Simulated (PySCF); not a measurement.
**`n1nc(C#C)c(C)n1CC`, C$_{7}$H$_{9}$N$_{3}$**

Geometry:
```json
{"atom": "C1", "x (Å)": "4.042", "y (Å)": "0.761", "z (Å)": "-0.655"}
{"atom": "C2", "x (Å)": "2.947", "y (Å)": "0.677", "z (Å)": "-0.172"}
{"atom": "C3", "x (Å)": "1.654", "y (Å)": "0.555", "z (Å)": "0.365"}
{"atom": "N4", "x (Å)": "1.240", "y (Å)": "1.162", "z (Å)": "1.505"}
{"atom": "N5", "x (Å)": "0.025", "y (Å)": "0.852", "z (Å)": "1.726"}
{"atom": "N6", "x (Å)": "-0.405", "y (Å)": "0.039", "z (Å)": "0.759"}
{"atom": "C7", "x (Å)": "-1.759", "y (Å)": "-0.441", "z (Å)": "0.741"}
{"atom": "C8", "x (Å)": "-2.660", "y (Å)": "0.469", "z (Å)": "-0.089"}
{"atom": "C9", "x (Å)": "0.587", "y (Å)": "-0.182", "z (Å)": "-0.137"}
{"atom": "C10", "x (Å)": "0.476", "y (Å)": "-1.055", "z (Å)": "-1.328"}
{"atom": "H11", "x (Å)": "5.005", "y (Å)": "0.843", "z (Å)": "-1.061"}
{"atom": "H12", "x (Å)": "-2.101", "y (Å)": "-0.456", "z (Å)": "1.779"}
{"atom": "H13", "x (Å)": "-1.767", "y (Å)": "-1.459", "z (Å)": "0.343"}
{"atom": "H14", "x (Å)": "-2.321", "y (Å)": "0.515", "z (Å)": "-1.121"}
{"atom": "H15", "x (Å)": "-2.652", "y (Å)": "1.475", "z (Å)": "0.325"}
{"atom": "H16", "x (Å)": "-3.678", "y (Å)": "0.092", "z (Å)": "-0.075"}
{"atom": "H17", "x (Å)": "-0.323", "y (Å)": "-0.721", "z (Å)": "-1.990"}
{"atom": "H18", "x (Å)": "0.266", "y (Å)": "-2.083", "z (Å)": "-1.032"}
{"atom": "H19", "x (Å)": "1.416", "y (Å)": "-1.033", "z (Å)": "-1.874"}
```

Theory: GIAO revPBE/6-31G magnetisability, rotational g tensor and spin-rotation constants, non-relativistic, gas phase in PySCF. Geometry: GFN2-xTB.

Give the nuclear spin-rotation constants along the inertial axes (H = +C I·J) beside the isotropic shieldings.

Rotational constants 2.9225, 0.9161, 0.7498 GHz. A star marks the isotopologue with that one atom substituted, in its own axes.
```csv
atom,isotope,Caa (kHz),Cbb (kHz),Ccc (kHz),mean (kHz),σ (ppm)
N4,14N,0.804,0.186,0.044,0.345,-81.3
N5,14N,0.684,0.197,0.068,0.316,-83.4
N6,14N,0.550,0.111,0.061,0.241,28.6
H11,1H,0.077,-0.108,-0.091,-0.041,30.3
H12,1H,-0.171,-0.022,-0.061,-0.085,28.2
H13,1H,-0.303,-0.013,-0.044,-0.120,28.9
H14,1H,-0.263,-0.037,-0.066,-0.122,31.4
H15,1H,-0.323,-0.032,-0.050,-0.135,31.2
H16,1H,0.037,-0.110,-0.087,-0.053,31.7
H17,1H,-0.195,-0.079,-0.041,-0.105,30.7
H18,1H,-0.294,-0.089,-0.008,-0.131,30.7
H19,1H,-0.004,-0.074,-0.086,-0.054,30.1
C1,13C*,0.341,0.222,0.215,0.259,119.1
C2,13C*,0.088,0.268,0.224,0.193,125.5
C3,13C*,1.108,0.259,0.143,0.503,75.3
C7,13C*,0.416,0.170,0.124,0.237,152.6
C8,13C*,0.355,0.127,0.088,0.190,178.5
C9,13C*,1.003,0.366,0.116,0.495,65.4
C10,13C*,0.372,0.105,0.077,0.185,185.7
```
For the geometry as given, no vibrational averaging.
